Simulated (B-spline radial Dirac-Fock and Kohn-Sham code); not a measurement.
## Two-hole binding energies of Nb⁺

System: the Nb⁺ ion, configuration 1s2 2s2 2p6 3s2 3p6 3d10 4s2 4p6 4d3 5p1 (an excited configuration).

The computed values come from a B-spline atomic structure program: Dirac-Fock energy differences between relaxed states, corrected for Breit and QED terms. U is the two-hole binding energy less the two single-hole energies, the effective repulsion of the holes after relaxation. Each two-hole energy is an average over J within one jj subconfiguration.

```
          holes  E(a) (eV)  E(b) (eV)  E(ab) (eV)  U (eV)
   1s⁻¹ 2p1/2⁻¹    19003.4     2484.0     21657.0   169.6
   1s⁻¹ 3p1/2⁻¹    19003.4      399.4     19451.3    48.5
   1s⁻¹ 3p3/2⁻¹    19003.4      383.7     19433.7    46.7
   1s⁻¹ 3d5/2⁻¹    19003.4      222.2     19266.7    41.1
   2s⁻¹ 2p3/2⁻¹     2721.7     2389.7      5201.4    90.1
2p1/2⁻¹ 2p3/2⁻¹     2484.0     2389.7      4984.6   110.9
   2s⁻¹ 3p3/2⁻¹     2721.7      383.7      3146.3    40.9
   2p1/2⁻¹ 3s⁻¹     2484.0      489.5      3014.7    41.2
   2s⁻¹ 3d5/2⁻¹     2721.7      222.2      2986.2    42.3
2p1/2⁻¹ 3p3/2⁻¹     2484.0      383.7      2909.9    42.2
2p1/2⁻¹ 3d3/2⁻¹     2484.0      225.0      2750.4    41.4
2p3/2⁻¹ 3d3/2⁻¹     2389.7      225.0      2658.0    43.3
        3p3/2⁻²      383.7      383.7           ?       ?
3d3/2⁻¹ 3d5/2⁻¹      225.0      222.2       482.1    34.9
```

Q: Give the missing two-hole energy and U.

A: E(ab) = 800.3 eV and U = 32.8 eV.
